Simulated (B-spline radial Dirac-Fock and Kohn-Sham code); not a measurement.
Method: Dirac-Fock energy differences between relaxed states, corrected for Breit and QED terms. Computed with a radial B-spline solver. Free neutral atoms.

Problem. Order these X-ray lines by photon energy, lowest first.
A. Pr Mζ1
B. Tb Mζ2
C. Mn Lη
D. Te Mγ
E. Dy Mζ2
F. Gd Mζ1

Solution. C (563.1 eV), A (703.4 eV), D (782.8 eV), F (907.0 eV), B (947.8 eV), E (991.5 eV).
